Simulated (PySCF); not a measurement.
CH6ClNSi3.

```xyz
12

Cl    -2.3680     0.4969    -1.0728
Si    -1.0063     0.2410     0.4768
C     -0.3511    -1.5707     0.3957
N      0.8761    -1.8754     0.2704
Si     2.1765    -0.6706     0.1366
Si     1.0190     1.3876     0.1940
H     -1.7364     0.4672     1.7596
H     -1.0901    -2.3980     0.4531
H      2.9178    -0.9338    -1.1299
H      3.0962    -0.8604     1.2958
H      1.0407     2.1675    -1.0777
H      1.3526     2.2500     1.3664
```

Geometry: PBE0-D3(BJ)/def2-SVP. The structure was generated by enumeration; whether it is a known compound was not checked.

The numbers are results of PySCF with HF/pcSseg-1, not measurements. Non-relativistic, no solvent.

Computed absolute GIAO shielding of each atom: isotropic value and principal components (ppm):
| atom | σ(iso) | σ11 | σ22 | σ33 | span |
|---|---|---|---|---|---|
| Cl1 | 1043.7 | 991.8 | 1049.7 | 1089.7 | 97.9 |
| Si2 | 402.1 | 337.7 | 402.9 | 465.7 | 128.1 |
| C3 | -13.9 | -144.8 | -31.8 | 134.7 | 279.5 |
| N4 | -247.2 | -842.0 | -223.9 | 324.2 | 1166.2 |
| Si5 | 419.8 | 339.2 | 431.4 | 488.8 | 149.6 |
| Si6 | 512.7 | 479.3 | 495.3 | 563.4 | 84.1 |
| H7 | 26.8 | 22.8 | 25.4 | 32.1 | 9.3 |
| H8 | 21.5 | 18.0 | 20.7 | 25.8 | 7.8 |
| H9 | 26.6 | 23.6 | 24.7 | 31.4 | 7.8 |
| H10 | 26.7 | 23.7 | 25.0 | 31.5 | 7.9 |
| H11 | 28.8 | 25.0 | 26.5 | 34.9 | 9.9 |
| H12 | 28.9 | 25.4 | 25.7 | 35.6 | 10.2 |
